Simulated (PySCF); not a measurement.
Species: C3H7NO2Si.
SMILES: `C=CO[SiH2]C(N)=O`

A linear-response calculation (PySCF, def2-SVPD basis, gas phase, vertical, core orbitals frozen in the response) gave these numbers; the functional is withheld.

Orbital energies (eV): HOMO-3 -11.23, HOMO-2 -9.63, HOMO-1 -8.73, HOMO -8.62, LUMO 0.73, LUMO+1 0.94, LUMO+2 1.41.

```csv
state,E (eV),f,"main configurations (H = HOMO, L = LUMO)"
S1,4.91,0.0023,H-1→L (91%)
S2,6.53,0.018,"H→L+1 (78%), H→L+3 (14%)"
S3,6.58,0.019,"H-1→L+1 (47%), H-2→L (18%), H-1→L+3 (14%)"
S4,6.86,0.162,"H→L (73%), H→L+2 (17%)"
S5,7.01,0.018,"H-1→L+3 (71%), H-1→L+1 (10%)"
S6,7.16,0.0019,"H→L+4 (72%), H→L+3 (11%)"
```

Triplets (Tamm–Dancoff): T1 4.29 eV, H-1→L (91%); T2 4.30 eV, H→L+2 (85%), H→L (8%); T3 5.09 eV, H-2→L (87%); T4 6.38 eV, H→L+1 (73%), H→L+3 (16%).

Vertical ionisation energy by ΔSCF with the same functional: 9.49 eV. Mean static polarisability: 78.7 au.

Question: Name the functional.
A. PBE
B. HF
C. CAM-B3LYP
D. PBE0

Answer: C. CAM-B3LYP is range-separated, 19% exact exchange at short range and 65% at long range (ω = 0.33 bohr⁻¹). In this run −ε(HOMO) = 8.62 eV differs from the ΔSCF value by -0.87 eV, and S1 differs from the orbital gap of 9.35 eV by -4.44 eV. The ratio −ε(HOMO)/IP is 0.91. Small neutral molecules mostly give 0.85 to 0.93 with CAM-B3LYP, 0.5 to 0.7 with PBE, 0.7 to 0.83 with PBE0; with Hartree–Fock the ratio is 1 or more (Koopmans' value less the relaxation energy is the ΔSCF value).

Computed, not measured: TDDFT CAM-B3LYP/def2-SVPD, vertical, gas phase, core orbitals frozen in the response (PySCF). The structure is a single PBE0-D3(BJ)/def2-SVP conformer in the gas phase; no vibrational or solvent corrections.

Shape of the structure used: `[CH2:1]=[CH:2][O:3][SiH2:4][C:5]([NH2:6])=[O:7]`: C1–C2–O3–Si4 0°, C2–O3–Si4–C5 -179°, O3–Si4–C5–N6 1°, H–N6–C5–Si4 0°, H–N6–C5–Si4 179°.
